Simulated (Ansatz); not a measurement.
Stepwise reaction of `C[Si](C)(N)N` with water, as a gas-phase model of exchange steps in deposition or etching. ΔE in kJ/mol.

Calculated with Ansatz (gas phase, PBE0-D4/def2-TZVP geometries, no zero-point term in ΔE). CCSD(T)/CBS is the MP2 limit (def2-TZVPP, def2-QZVPP) plus CCSD(T) − MP2 in def2-TZVPP, frozen cores. This one scheme is used for every species. Functionals use def2-TZVPP. B3LYP here is the variant with VWN-RPA as its local correlation; programs differ in this. One conformer a species, not always the lowest.

```
step                                     reaction  PBE-D4  B3LYP-D4  ωB97M-V  CCSD(T)/CBS
   1  `C[Si](C)(N)N` + H₂O → `C[Si](C)(N)O` + NH₃   -48.6     -51.5    -51.5        -48.0
   2  `C[Si](C)(N)O` + H₂O → `C[Si](C)(O)O` + NH₃   -43.9     -47.3    -46.9        -44.5
```

Task: By hand: ΔE of the 2 steps together at CCSD(T)/CBS.

Result: (-48.0) + (-44.5) = -92.5 kJ/mol, or -46.2 kJ/mol a step.

In ΔE the steps differ by no more than 3.5 kJ/mol. All are downhill at CCSD(T)/CBS. PBE-D4 differs from CCSD(T)/CBS by -0.6 to 0.6 kJ/mol a step. Isolated molecules leave out the surface, adducts and barriers. Largest T1 diagnostic: 0.010.
